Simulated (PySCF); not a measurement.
Gas-phase reaction: 3 SnH2F2 + 2 SnF3 ⇌ 4 SnHF3 + SnH2

Method: PySCF energies plus ideal-gas RRHO corrections (1 bar). † marks an energy on the PBE0/def2-TZVP geometry and frequencies; other levels use their own. MP2 and CCSD(T) freeze the core. Open shells (unrestricted): SnF3 (multiplicity 2); the rest are closed-shell singlets. Sn: scalar-relativistic def2 core potential, no spin-orbit coupling. SnH2F2, SnF3, SnHF3, SnH2: computed as isolated molecules; such fragments, hydroxides, amides, oligomers or adducts are transient or little studied in the gas. MP2 isn't extrapolated to the basis-set limit; its ΔH°(298 K) is -83.7 kJ in def2-SVP and -93.5 kJ in def2-TZVPP. CCSD(T) isn't extrapolated to the basis-set limit; its ΔH°(298 K) is -93.6 kJ in def2-SVP and -94.0 kJ in def2-TZVPP. The harmonic model lacks anharmonicity and excited electronic states, which grow with temperature; levels with a mode under 35 cm⁻¹ are left out.

| level | ΔE electronic, kJ | ΔH°(298 K), kJ | ΔS°(298 K), J/K | ΔG°(1800 K), kJ |
|---|---|---|---|---|
| CCSD(T)/def2-SVP† | -89 | -94 | -29 | -47 |
| CCSD(T)/def2-TZVPP† | -89 | -94 | -29 | -48 |
| M06-2X/def2-TZVP† | -52 | -56 | -29 | -10 |
| MP2/def2-SVP† | -79 | -84 | -29 | -37 |
| PBE/def2-TZVP† | -35 | -40 | -29 | 6 |
| PBE0/def2-QZVP† | -53 | -57 | -29 | -11 |
| PBE0/def2-TZVP | -53 | -58 | -29 | -11 |
| ωB97M-V/def2-TZVP† | -68 | -72 | -29 | -26 |
ΔH° is lowest at CCSD(T)/def2-TZVPP† and highest at PBE/def2-TZVP†. No reference value is set beside these.
